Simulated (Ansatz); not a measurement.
Species: CH₆BO₂Si, charge 0, multiplicity 2. It need not be the lowest isomer of its formula. 
Coordinates optimised at B3LYP-D3(BJ)/def2-TZVP (Ansatz, a quantum-chemistry and plane-wave program):
```xyz
11

C     -2.2860     0.5697    -0.2389
Si    -0.8488    -0.6395    -0.3470
B      0.9705     0.0389     0.1669
O      1.2057     1.3793     0.0619
O      2.0139    -0.7645     0.5557
H     -2.5679     0.7441     0.8030
H     -3.1642     0.1960    -0.7672
H     -2.0003     1.5274    -0.6755
H     -1.1913    -1.9637     0.2450
H      2.1162     1.6155     0.2841
H      1.7970    -1.6980     0.6264
```
Charge 0, spin multiplicity 2.

Dipole moments at this geometry, in debye (magnitudes).

```csv
level,program,dipole (D)
SVWN5/def2-TZVPD,Ansatz,0.66
r2SCAN/def2-TZVPD,Ansatz,___
B97M-V/def2-TZVPD,Ansatz,0.54
r2SCANh/def2-TZVPD,Ansatz,0.68
CCSD(T)/aug-cc-pV(D+d)Z,Ansatz,___
```

Task: Fill in the missing entries.

Result: 
- r2SCAN/def2-TZVPD, dipole (D): 0.66
- CCSD(T)/aug-cc-pV(D+d)Z, dipole (D): 0.73
